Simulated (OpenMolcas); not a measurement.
Cr⁺: effect of the basis set

```yaml
Program: OpenMolcas
Method: CASSCF
Active_space: 5 electrons in 5 orbitals (3d)
State_averaging: 2S+1 = 6 even, 1 root; 2S+1 = 4 even, 24 roots; 2S+1 = 2 even, 75 roots (53 in the spin-orbit step)
Spin-orbit_coupling: state interaction with AMFI integrals over the reference wave functions, term energies averaged over their components
```

A. ANO-R1 [5s3p3d1f], X2C, finite nucleus; cost roughly 22 core-seconds
B. ANO-R2 [6s4p4d2f], X2C, finite nucleus; cost about 23 core-seconds
C. ANO-L-VTZP [6s5p3d2f1g], non-relativistic, point nucleus; cost of the order of 30 core-seconds
D. ANO-RCC-VTZP [6s5p3d2f1g], DKH2, point nucleus; cost roughly 17 core-seconds
E. ANO-R3 [7s5p5d3f1g], X2C, finite nucleus; cost roughly 30 core-seconds
F. ANO-RCC-VQZP [7s6p4d3f2g1h], DKH2, point nucleus; cost roughly 27 core-seconds

Energies in cm⁻¹ above 3d⁵ ⁶S_5/2, the measured ground level; measured values from NIST Handbook of Basic Atomic Spectroscopic Data.

```json
{"Level": "3d⁵ ⁶S_5/2", "A": "0.0", "B": "0.0", "C": "0.0", "D": "0.0", "E": "0.0", "F": "0.0", "Measured": "0.0"}
{"Level": "3d⁵ ⁴G_5/2", "A": "26251", "B": "26154", "C": "26168", "D": "26124", "E": "26162", "F": "26131", "Measured": "20512"}
{"Level": "3d⁵ ⁴G_7/2", "A": "26258", "B": "26160", "C": "26175", "D": "26131", "E": "26169", "F": "26138", "Measured": "20518"}
{"Level": "3d⁵ ⁴G_11/2", "A": "26259", "B": "26162", "C": "26177", "D": "26132", "E": "26171", "F": "26139", "Measured": "20512"}
{"Level": "3d⁵ ⁴G_9/2", "A": "26261", "B": "26164", "C": "26179", "D": "26135", "E": "26173", "F": "26142", "Measured": "20519"}
{"Level": "3d⁵ ⁴P_5/2", "A": "30167", "B": "30030", "C": "30056", "D": "29993", "E": "30036", "F": "30000", "Measured": "21823"}
{"Level": "3d⁵ ⁴P_3/2", "A": "30184", "B": "30048", "C": "30074", "D": "30012", "E": "30055", "F": "30018", "Measured": "21824"}
{"Level": "3d⁵ ⁴P_1/2", "A": "30204", "B": "30069", "C": "30096", "D": "30033", "E": "30076", "F": "30040", "Measured": "21824"}
{"Level": "3d⁵ ⁴D_7/2", "A": "32680", "B": "32543", "C": "32580", "D": "32501", "E": "32552", "F": "32512", "Measured": ""}
{"Level": "3d⁵ ⁴D_1/2", "A": "32701", "B": "32564", "C": "32601", "D": "32522", "E": "32573", "F": "32534", "Measured": ""}
{"Level": "3d⁵ ⁴D_3/2", "A": "32719", "B": "32582", "C": "32621", "D": "32540", "E": "32591", "F": "32553", "Measured": ""}
{"Level": "3d⁵ ⁴D_5/2", "A": "32724", "B": "32588", "C": "32626", "D": "32546", "E": "32597", "F": "32558", "Measured": ""}
{"Level": "3d⁵ ²I_11/2", "A": "37290", "B": "37123", "C": "37161", "D": "37074", "E": "37130", "F": "37084", "Measured": ""}
{"Level": "3d⁵ ²I_13/2", "A": "37305", "B": "37139", "C": "37177", "D": "37090", "E": "37146", "F": "37100", "Measured": ""}
{"Level": "3d⁵ ²D_5/2", "A": "42064", "B": "41828", "C": "41891", "D": "41767", "E": "41828", "F": "41776", "Measured": ""}
{"Level": "3d⁵ ²D_3/2", "A": "42284", "B": "42056", "C": "42124", "D": "41996", "E": "42059", "F": "42008", "Measured": ""}
{"Level": "3d⁵ ²F_7/2(1)", "A": "43026", "B": "42787", "C": "42861", "D": "42725", "E": "42789", "F": "42738", "Measured": ""}
{"Level": "3d⁵ ²F_5/2(1)", "A": "43287", "B": "43057", "C": "43137", "D": "42996", "E": "43062", "F": "43013", "Measured": ""}
{"Level": "3d⁵ ⁴F_9/2", "A": "43967", "B": "43745", "C": "43819", "D": "43682", "E": "43752", "F": "43699", "Measured": ""}
{"Level": "3d⁵ ⁴F_7/2", "A": "43979", "B": "43758", "C": "43833", "D": "43695", "E": "43765", "F": "43712", "Measured": ""}
{"Level": "3d⁵ ⁴F_5/2", "A": "44005", "B": "43784", "C": "43860", "D": "43721", "E": "43791", "F": "43739", "Measured": ""}
{"Level": "3d⁵ ⁴F_3/2", "A": "44024", "B": "43805", "C": "43881", "D": "43742", "E": "43812", "F": "43760", "Measured": ""}
{"Level": "3d⁵ ²H_9/2", "A": "45711", "B": "45445", "C": "45533", "D": "45376", "E": "45446", "F": "45391", "Measured": ""}
{"Level": "3d⁵ ²H_11/2", "A": "45770", "B": "45506", "C": "45596", "D": "45438", "E": "45507", "F": "45453", "Measured": ""}
```

Deviations, from unrounded energies. A percentage is the sum of absolute deviations over the sum of measured energies, with the sign that they share, or ± where signs differ.

```tsv
Against measurement	Levels	A	B	C	D	E	F
mean absolute deviation (cm-1)	7	6900	6800	6800	6700	6800	6700
other terms of the ground configuration (%)	7	+32.6	+32.0	+32.1	+31.9	+32.1	+31.9
```

A, B, C, D, E, F lie about equally close to measurement. The largest miss of D in the table is 3d⁵ ⁴P_1/2, by +8200 cm-1. The ranking rests on the paired levels alone, and a cruder setting can come out closer through cancelling errors.

Among A to F the level of the table that moves most is 3d⁵ ²H_9/2, by 330 cm-1 (lowest in D, highest in A).

Some high roots are left out of the spin-orbit mixing, which shifts the levels that they would mix with. Without dynamic correlation excited terms often stand tens of per cent too high (terms of higher spin than the ground term too low), and those without a measured partner can miss by more than the paired ones. Measured partners are found by configuration, term and J. A level has none where our copy of the source lacks it or the pairing is in doubt (some pairs that miss far off the trend of their configuration count as doubtful), and it then counts in no deviation. Only configurations of the active space appear. Levels that lie high or do not pair safely by name in every column are left out.

A number in round brackets counts repeated terms of one configuration in the order of the reference energies.
